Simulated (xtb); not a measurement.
Cl2Pb, charge -1, doublet, at a GFN2-xTB geometry (such geometries of metal compounds can be far from the true shape) (a state made from the parent by changing its charge; the spin is typed, not shown lowest); GFN2-xTB (xtb).

Here is a job for xtb.
```
$ xtb coord --gfn 2 --chrg -1 --uhf 1 --json

# file coord
$coord
      0.0133095679      -0.0193804453       0.8049081881  pb
      2.7949113256       3.1811188111      -1.9125262372  cl
     -2.8591104243      -3.0876366675      -1.9699721162  cl
$end
```

**Question.** What does xtb print? Leave out banner, timings and long lists.

**Answer.** 
```
   ID    Z sym.   atoms
    1   82 pb     1
    2   17 cl     2, 3

           -------------------------------------------------
          |                Calculation Setup                |
           -------------------------------------------------

           -------------------------------------------------
          |                 G F N 2 - x T B                 |
           -------------------------------------------------

          ...................................................
          :                      SETUP                      :
          :.................................................:
          :  # basis functions                  24          :
          :  # atomic orbitals                  22          :
          :  # shells                            8          :
          :  # electrons                        19          :
          :  max. iterations                   250          :
          :  Hamiltonian                  GFN2-xTB          :
          :  restarted?                      false          :
          :  GBSA solvation                  false          :
          :  PC potential                    false          :
          :  electronic temp.          300.0000000     K    :
          :  accuracy                    1.0000000          :
          :  -> integral cutoff          0.2500000E+02      :
          :  -> integral neglect         0.1000000E-07      :
          :  -> SCF convergence          0.1000000E-05 Eh   :
          :  -> wf. convergence          0.1000000E-03 e    :
          :  Broyden damping             0.4000000          :
          :  net charge                         -1          :
          :  unpaired electrons                  1          :
          ...................................................

 iter      E             dE          RMSdq      gap      omega  full diag
   1    -11.6999863 -0.117000E+02  0.222E+01    1.83       0.0  T
   2    -11.7067463 -0.676004E-02  0.116E+01    1.94       1.0  T
   3    -11.7073683 -0.622021E-03  0.108E+00    2.01       1.0  T
   4    -11.7076412 -0.272893E-03  0.282E-01    1.99       1.0  T
   5    -11.7076574 -0.161520E-04  0.170E-01    1.99       1.0  T
   6    -11.7076805 -0.231286E-04  0.561E-02    1.99       1.0  T
   7    -11.7076818 -0.126007E-05  0.682E-03    1.99       8.5  T
   8    -11.7076818 -0.364052E-08  0.238E-03    1.99      24.2  T
   9    -11.7076818 -0.143557E-08  0.589E-04    1.99      98.0  T
[...]
         :: total energy             -11.707539711554 Eh    ::
[...]
        17                          0.2491240               6.7790
        18                          0.2491262               6.7791
        19                          0.2497056               6.7948
        20                          0.2503387               6.8121
        21                          0.2584349               7.0324
        22                          0.2584868               7.0338
      -------------------------------------------------------------
                  HL-Gap            0.0730420 Eh            1.9876 eV
             Fermi-level           -0.1251147 Eh           -3.4045 eV

     #   Z          covCN         q      C6AA      α(0)
     1  82 pb       1.574     0.349   442.309    44.151
     2  17 cl       0.787    -0.674   122.145    16.906
     3  17 cl       0.787    -0.674   122.145    16.906

 Mol. C6AA /au·bohr⁶  :       1831.564336
 Mol. C8AA /au·bohr⁸  :     163611.772040
 Mol. α(0) /au        :         77.964259

Wiberg/Mayer (AO) data.
largest (>0.10) Wiberg bond orders for each atom

 ---------------------------------------------------------------------------
     #   Z sym  total        # sym  WBO       # sym  WBO       # sym  WBO
 ---------------------------------------------------------------------------
     1  82 pb   1.122 --     3 cl   0.561     2 cl   0.561
     2  17 cl   0.576 --     1 pb   0.561
     3  17 cl   0.576 --     1 pb   0.561
 ---------------------------------------------------------------------------

Topologies differ in total number of bonds
Writing topology from bond orders to xtbtopo.mol

molecular dipole:
                 x           y           z       tot (Debye)
 q only:        0.048      -0.070       2.899
   full:        0.049      -0.072       2.973       7.559
molecular quadrupole (traceless):
                xx          xy          yy          xz          yz          zz
 q only:       -1.725     -17.923      -5.434      -0.285      -0.007       7.159
  q+dip:       -2.409     -19.858      -6.518      -0.291      -0.043       8.926
   full:       -3.611     -17.364      -7.202      -0.180      -0.147      10.814

           -------------------------------------------------
          | TOTAL ENERGY              -11.707539711554 Eh   |
          | GRADIENT NORM               0.000000933787 Eh/α |
          | HOMO-LUMO GAP               1.987572943706 eV   |
           -------------------------------------------------

normal termination of xtb
```
